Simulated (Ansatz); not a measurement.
A search over several starts for the lowest SCF solution of the cluster AlSi₅ at the given spin, in a small basis.

```yaml
crystal:
  periodic: [false, false, false]
  atoms:
    - {symbol: Al, position_ang: [1.662755, 1.176515, 0.690442]}
    - {symbol: Si, position_ang: [-1.857107, 0.832619, 0.444219]}
    - {symbol: Si, position_ang: [-0.049406, -0.463043, 1.312019]}
    - {symbol: Si, position_ang: [1.299819, -1.180159, -0.654375]}
    - {symbol: Si, position_ang: [-1.038214, -1.252643, -0.720148]}
    - {symbol: Si, position_ang: [-0.017836, 0.886700, -1.072147]}
basis:
  gaussian: {orbitals: def2-SVP, initial_orbitals: start.molden}
magnetization: {spin_polarized: true, initial_magnetization: 1}
hamiltonian: {xc: pbe, dispersion: d4}
output: {orbitals: {seedname: orbitals}}
```

The file start.molden holds the orbitals of an earlier run on this structure, at another level or in another basis.

```sh
$ ansatz run in.yaml --threads 4 --pin off --events-out ev --progress --plain --max-ram 4787MiB
```

Output, abridged:

```
Functional definition: PBE
1173 factors; their error is unknown
mean field evaluation 1: about -45946.1507 eV, gradient 5.0e0 eV
mean field evaluation 2: about -45946.2522 eV, gradient 1.3e-1 eV
mean field evaluation 4: about -45946.1007 eV, gradient 1.3e-3 eV
mean field evaluation 8: about -45942.2688 eV, gradient 2.2e1 eV
mean field evaluation 16: about -45946.2518 eV, gradient 6.2e-2 eV
mean field evaluation 32: about -45943.3889 eV, gradient 6.9e0 eV
mean field -45946.10069937 eV, -1688.4880573163 hartree, gradient 1.7e-5 eV, S^2 0.757801; 5 other end points of the search recorded, 0 dependent functions left out
reference -45946.10073450 eV, -1688.4880586073 hartree; 42, 41 occupied and 66, 67 virtual orbitals, 1173 factors
Total energy: -45946.55782419 eV, -1688.5048563434 hartree
```

It took 3.6 s on 4 threads of AMD EPYC 9B14 on a shared host.

The structure comes from a short search, and lower isomers may exist.
